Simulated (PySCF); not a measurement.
SMILES COC(=O)[SiH2][SiH2]C=O (C3H8O3Si2) (GFN2-xTB optimised geometry):

```
16

C      1.128     1.655     0.068
O      0.479     0.389     0.000
C     -0.849     0.389     0.000
O     -1.530     1.389     0.000
Si    -1.589    -1.377     0.043
Si    -3.167    -1.201     1.730
C     -2.346     0.087     2.901
O     -1.151     0.252     2.887
H      0.954     2.103     1.048
H      0.736     2.321    -0.703
H      2.188     1.467    -0.084
H     -0.482    -2.321     0.212
H     -2.188    -1.613    -1.278
H     -4.515    -0.699     1.437
H     -3.360    -2.390     2.572
H     -2.964     0.688     3.598
```

Level of theory: PBE/def2-TZVP (PySCF).

Question: What are the frontier orbital energies and the dipole moment?

Answer: HOMO-2 -7.35 eV, HOMO-1 -6.17 eV, HOMO -5.67 eV, LUMO -2.79 eV, LUMO+1 -1.69 eV; dipole moment 0.83 D.

Meta-Löwdin charges at PBE/def2-TZVP: C1 -0.16, O2 -0.28, C3 0.30, O4 -0.43, Si5 0.29, Si6 0.28, C7 0.08, O8 -0.34, H9 0.13, H10 0.13, H11 0.14, H12 -0.05, H13 -0.05, H14 -0.05, H15 -0.05, H16 0.08.
